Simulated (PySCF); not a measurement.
## Highest orbital energy against ionisation energy along group 13

Calculated with PySCF 2.14, no spin-orbit coupling. Each cell gives −ε(HOMO) / ΔSCF in eV; NIST values include spin-orbit coupling, (s) semi-empirical, (t) theoretical.

```tsv
species	UHF	LDA	PBE	PBE0	r2SCAN	NIST (lowest levels)
B⁺ (dyall-av2z, non-relativistic)	23.773 / 23.437	19.405 / 24.548	19.509 / 24.614	20.792 / 24.567	19.715 / 24.250	25.155
Al⁺ (dyall-av2z, non-relativistic)	17.746 / 17.520	14.885 / 18.896	14.775 / 18.764	15.728 / 18.656	14.918 / 18.371	18.829
Ga⁺ (dyall-av2z, non-relativistic)	18.720 / 18.440	16.357 / 20.796	16.039 / 20.429	16.916 / 20.094	16.300 / 20.150	20.515
In⁺ (dyall-av2z, non-relativistic)	16.517 / 16.262	14.589 / 18.534	14.227 / 18.124	15.009 / 17.828	14.400 / 17.822	18.870
```

**Question.** How far is −ε(HOMO) from ΔSCF on average for each method, and why?

**Answer.** UHF 0.27 eV; LDA -4.38 eV; PBE -4.35 eV; PBE0 -3.17 eV; r2SCAN -3.81 eV. Hartree-Fock orbital energies lack relaxation and so exceed the ΔSCF value; semilocal functionals have convex E(N) from self-interaction, so their HOMO lies far too high; exact exchange moves hybrids part of the way back.
